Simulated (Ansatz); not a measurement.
AlH$_{9}$Si$_{3}$ (`[SiH3][Al]([SiH3])[SiH3]`), relaxed with RKS PBE-D4/def2-SVP in Ansatz 0.2.0 from a rough embedded geometry. The force threshold is 0.03 eV/Å; the program also tests the step.

Total charge 0; spin multiplicity 1.

Start:

```xyz
13

Si   -0.543    2.156   -0.597
Al   -0.014   -0.004   -0.004
Si    1.878   -0.404    1.293
Si   -1.284   -1.798   -0.734
H    -1.817    2.187   -1.417
H    -0.806    3.012    0.631
H     0.535    2.804   -1.372
H     2.085   -1.846    1.514
H     3.112    0.097    0.633
H     1.789    0.276    2.614
H    -0.559   -2.715   -1.522
H    -1.846   -2.520    0.470
H    -2.529   -1.245   -1.509
```

(1) How much energy does the relaxation release, and in how many steps? (An estimate is asked.)

(2) Which bonds change most? (Best estimate.)

(3) Give the relaxed structure. (Estimate.)

Results:

(1) Computed: 48.72 kJ/mol, in 4 steps.

(2) Computed: Si1–Al2 from 2.301 to 2.466 Å; Al2–Si4 from 2.316 to 2.465 Å; Al2–Si3 from 2.329 to 2.467 Å; Si4–H11 from 1.409 to 1.511 Å.

(3) The calculation gave: 
```xyz
13

Si   -0.580    2.320   -0.614
Al   -0.032   -0.011   -0.024
Si    1.978   -0.427    1.345
Si   -1.430   -1.906   -0.755
H    -1.824    2.448   -1.456
H    -0.786    3.147    0.634
H     0.558    2.956   -1.378
H     2.228   -1.887    1.629
H     3.207    0.123    0.660
H     1.862    0.283    2.674
H    -0.613   -2.877   -1.574
H    -1.945   -2.671    0.443
H    -2.623   -1.498   -1.584
```
